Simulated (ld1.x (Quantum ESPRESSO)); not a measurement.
## oxygen: what ld1.x (Quantum ESPRESSO) 7.5 does with a changed input

Command:

```bash
ld1.x < O.in > O.out
```

Input:

```
&input
   title='O', zed=8., rel=1, dft='PBESOL', iswitch=3, tr2=1e-8,
   config='[He] 2s2 2p3.5',
   nld=2, rlderiv=1.40, eminld=-4.0, emaxld=5.0, deld=0.02
 /
 &inputp
   pseudotype=2, tm=.true., lloc=1,
   nlcc=.true., new_core_ps=.true.,
   file_pseudopw='O.UPF', file_wfcaegen='ae.wfc', file_wfcncgen='nc.wfc', file_beta='beta', file_chi='chi'
 /
2
2S  1  0   2.00   0.00  0.65  0.65  0.0
2P  2  1   3.50   0.00  1.30  1.30  0.0
 &test
   configts(1)='2s2 2p3.5'
 /
```

This is an input that runs to its end, with one change: threshold tr2=1e-8.

Q: How does the run end?

A: The program runs through. The occupied levels of the test differ from the all-electron ones by at most 0.00001 Ry (unchanged input: 0.00001 Ry).

```
       r > 0.34 : true rho core
      Core charge pseudized with two Bessel functions
      Integrated core pseudo-charge :   1.36

      Wfc   2S  rcut= 0.651  Using Troullier-Martins method

     ------------------- End of pseudopotential generation -------------------

     Computing logarithmic derivative in   1.40400
     Computing logarithmic derivative in   1.40400
     Computing the partial wave expansion
     R is outside the sphere for l=    0 j= 0.00
       no projector for channel:   1

     ---------------------- Testing the pseudopotential ----------------------

     O
     scalar relativistic calculation

     atomic number is  8.00   valence charge is  6.00
     dft =PBESOL   lsd =0 sic =0 latt =0  beta=0.20 tr2=1.0E-08
     mesh =1095 r(mesh) =  99.04343 xmin = -7.00 dx = 0.01250

     n l     nl             e AE (Ry)        e PS (Ry)    De AE-PS (Ry)
     1 0     2S   1( 2.00)       -2.29510       -2.29510       -0.00001
     2 1     2P   1( 3.50)       -1.19117       -1.19117       -0.00001

     eps = 2.3E-10  iter =  7

     Etot =    -149.038036 Ry,     -74.519018 Ha,   -2027.765783 eV
     Etotps =   -35.366778 Ry,     -17.683389 Ha,    -481.189534 eV

     Ekin =      20.792841 Ry,      10.396420 Ha,     282.901011 eV
     Encl =     -73.281616 Ry,     -36.640808 Ha,    -997.047172 eV
     Ehrt =      23.948791 Ry,      11.974396 Ha,     325.839903 eV
     Ecxc =     -10.622766 Ry,      -5.311383 Ha,    -144.530091 eV
     (Ecc =      -4.377685 Ry,      -2.188843 Ha,     -59.561445 eV)
     Epseu=       3.795971 Ry,       1.897985 Ha,      51.646816 eV

     ---------------------- End of pseudopotential test ----------------------
```
